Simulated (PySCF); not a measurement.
Species: C₃H₅FSe.
Bonds: C1–C2 (double), C2–F3, C2–C4, C4–Se5. Hydrogens: H6, H7 on C1; H8, H9 on C4; H10 on Se5.

Method: PySCF 2.14.0, PBE0-D3(BJ)/def2-SVP geometry optimisation, gas phase; density fitting, grid level 1; the optimiser is geomeTRIC in internal coordinates, started from a GFN2-xTB structure with every atom displaced at random (about 0.01 Å).

Step 0: E = -71231.7785 eV
```
atom  x, y, z in Å  |  force x, y, z in eV/Å
C1     -1.1332    0.6913   -0.7101   -1.441   1.861  -1.754
C2     -0.2728    0.5279    0.2419    1.883  -0.249   1.829
F3      0.4538    1.5773    0.6763   -0.068  -0.157  -0.003
C4      0.1098   -0.7316    0.9388   -0.255   0.075  -0.603
Se5     1.8478   -1.4140    0.3130   -0.204  -0.353  -0.048
H6     -1.3043    1.6946   -1.1583    0.217  -0.582   0.327
H7     -1.7296   -0.1009   -1.0892   -0.522  -0.955  -0.294
H8      0.1721   -0.5773    2.0122   -0.008   0.073   0.429
H9     -0.6420   -1.5092    0.7293    0.221  -0.006   0.026
H10     2.5437   -0.1835    0.6562    0.176   0.294   0.090
```

Step 1: E = -71231.8501 eV
```
atom  x, y, z in Å  |  force x, y, z in eV/Å
C1     -1.2272    0.7338   -0.6606    0.513  -0.273  -0.088
C2     -0.2350    0.5302    0.2088   -0.446   0.060  -0.246
F3      0.5783    1.5331    0.5504    0.064   0.128   0.031
C4      0.1066   -0.7287    0.8908    0.243  -0.303   0.364
Se5     1.8918   -1.3984    0.3775    0.028   0.141   0.018
H6     -1.3028    1.6938   -1.1620   -0.213   0.225   0.003
H7     -1.8506   -0.0999   -0.9901   -0.041   0.106   0.123
H8      0.1135   -0.6125    1.9893   -0.070   0.040  -0.167
H9     -0.5933   -1.5296    0.6241   -0.034   0.025  -0.003
H10     2.5641   -0.1473    0.7819   -0.045  -0.149  -0.034
```

Step 2: E = -71231.8672 eV
```
atom  x, y, z in Å  |  force x, y, z in eV/Å
C1     -1.2007    0.7382   -0.6906   -0.097  -0.245  -0.014
C2     -0.2214    0.5300    0.1876   -0.183   0.254  -0.085
F3      0.5709    1.5492    0.5407    0.139  -0.014   0.096
C4      0.1188   -0.7309    0.8872    0.146  -0.033  -0.053
Se5     1.9038   -1.4171    0.3974   -0.074  -0.012  -0.010
H6     -1.3889    1.7132   -1.1457    0.134  -0.010   0.095
H7     -1.8442   -0.0948   -0.9717   -0.037  -0.016  -0.028
H8      0.1014   -0.5994    1.9791   -0.028   0.050  -0.020
H9     -0.5848   -1.5274    0.6166   -0.014   0.005  -0.003
H10     2.5907   -0.1864    0.8095    0.016   0.022   0.021
```

Problem. Estimate the geometry and energy of step 3. (The exact step hangs on the optimiser's Hessian estimate; all steps are aligned on step 2, rigid shifts and turns removed.)

Solution. E = -71231.8686 eV, largest force 0.306 eV/Å
```
atom  x, y, z in Å  |  force x, y, z in eV/Å
C1     -1.2042    0.7185   -0.6995    0.006   0.296   0.075
C2     -0.2231    0.5368    0.1800    0.074  -0.236   0.162
F3      0.5819    1.5434    0.5484   -0.139   0.031  -0.134
C4      0.1216   -0.7238    0.8812    0.055  -0.034  -0.103
Se5     1.9030   -1.4138    0.3958   -0.064  -0.033  -0.011
H6     -1.3800    1.7116   -1.1191    0.000  -0.062  -0.065
H7     -1.8613   -0.1055   -0.9763    0.043  -0.004  -0.011
H8      0.0959   -0.5826    1.9700    0.000   0.017   0.048
H9     -0.5845   -1.5185    0.6109    0.003  -0.014   0.015
H10     2.5962   -0.1914    0.8186    0.024   0.039   0.026
```

The energy changes by -0.0014 eV. The first-order estimate −F·Δx gives -0.0169 eV and the mean of the old and new forces, exact on a quadratic surface, -0.0014 eV. The step makes an angle of 52° with the force vector and moves no atom by more than 0.028 Å.

The cost below is that of the whole optimisation. On Arm Neoverse V2, one thread, shared host with 192 logical CPUs at a one-minute load of 78, this took 29 s of wall time and 0.47 GiB of memory at its peak.
